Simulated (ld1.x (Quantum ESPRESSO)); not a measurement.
# Transferability test, TM potential for Ag

Ag, norm-conserving Troullier–Martins (Kleinman–Bylander form), made with ld1.x (Quantum ESPRESSO) 7.5 (LDA (PZ), scalar-relativistic). Core [Ar] 3d10, reference 4s2 4p6 4d10 5s0.5 5p0.5. Waves: 4s (bound): rc 0.95 bohr; 4d (bound): rc 1.75 bohr; 4p (bound): rc 1.00 bohr. Local part: the p channel. Core correction: Bessel-smoothed model core, default radius (core density twice the valence density).

Occupied shells without a wave of their own: 5p, 5s. They enter only through the test configuration that unscreens the potential, and ld1.x also counts them in the model core charge.

Energies are relative to the spin-unpolarised reference configuration 4s2 4p6 4d10 5s0.5 5p0.5; without spin polarisation the order of configurations can differ from experiment. Spin-polarised rows fill each open shell by Hund’s rule, majority spin first.

ld1.x takes every shell without a wave as core, so the model core holds the 5p, 5s electrons as well and exchange and correlation see them twice. This cancels in the reference configuration, but the file is broken for other ones, and its errors say nothing about a proper core correction.

| valence configuration | charge | ΔE all-electron (eV) | error AE − PS (meV) |
| --- | --- | --- | --- |
| 4s2 4p6 4d10 5s1 5p0 | 0 | -1.966 | -0.5 |
| 4s2 4p6 4d10 5s0 5p0 | +1 | 6.136 | -181 |
| 4s2 4p6 4d9 5s0 5p0 | +2 | 28.519 | -336 |
| 4s2 4p6 4d10 5s0.5 5p0 | +0.5 | 1.219 | -59 |
| 4s2 4p6 4d7 5s0 5p0 | +4 | 116.880 | -643 |
| 4s2 4p6 4d10 5s0 5p1 | 0 | 2.055 | -23 |
| 4s2 4p6 4d9 5s1 5p0 | +1 | 11.412 | -44 |
| 4s2 4p6 4d10 5s0.5 5p0.5 (spin-polarised) | 0 | -0.123 | -25 |
| 4s2 4p6 4d10 5s1 5p0 (spin-polarised) | 0 | -2.115 | -24 |
